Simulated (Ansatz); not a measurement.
Reaction (redistribution): `[F][AlH][SeH]` + `[CH3][AlH][Cl]` → `[F][Al]([Cl])[SeH]` + `[CH3][AlH2]`

Computed with Ansatz on PBE0-D4/def2-TZVP structures; ΔE is electronic, products minus reactants. CCSD(T)/CBS adds triple-zeta CCSD(T) − MP2 to the extrapolated MP2 energy (def2 sets, frozen cores). This one scheme is used for every species. Functionals use def2-TZVPP. B3LYP here is the variant with VWN-RPA as its local correlation; programs differ in this. For Se outer-core shells are correlated without core-valence functions, which leaves a few kJ/mol of doubt a bond. Scalar relativity is left out up to krypton. One conformer a species, not always the lowest.

```json
{"level": "CAM-B3LYP-D4", "ΔE (kcal/mol)": "4.6", "difference from CCSD(T)/CBS": "0.2"}
{"level": "ωB97X-V", "ΔE (kcal/mol)": "4.5", "difference from CCSD(T)/CBS": "0.1"}
{"level": "B3LYP", "ΔE (kcal/mol)": "4.9", "difference from CCSD(T)/CBS": "0.5"}
{"level": "BHLYP", "ΔE (kcal/mol)": "4.8", "difference from CCSD(T)/CBS": "0.4"}
{"level": "RPA@PBE/def2-TZVPP", "ΔE (kcal/mol)": "4.2", "difference from CCSD(T)/CBS": "-0.2"}
{"level": "HF/def2-SVP", "ΔE (kcal/mol)": "4.5", "difference from CCSD(T)/CBS": "0.1"}
{"level": "CCSD(T)/def2-SVP", "ΔE (kcal/mol)": "4.1", "difference from CCSD(T)/CBS": "-0.3"}
{"level": "MP2/def2-TZVPP", "ΔE (kcal/mol)": "4.3", "difference from CCSD(T)/CBS": "-0.1"}
{"level": "CCSD/def2-TZVPP", "ΔE (kcal/mol)": "4.3", "difference from CCSD(T)/CBS": "-0.1"}
{"level": "CCSD(T)/def2-TZVPP", "ΔE (kcal/mol)": "4.3", "difference from CCSD(T)/CBS": "-0.1"}
{"level": "CCSD(T)/CBS", "ΔE (kcal/mol)": "4.4", "difference from CCSD(T)/CBS": "0"}
```

Largest T1 diagnostic among the species: 0.011.

Leaving LDA and LC-ωPBE aside and taking each functional with its dispersion term where it has one, the values, not all of them listed here, spread over 0.7 kcal/mol, from B97M-V to B2PLYP.
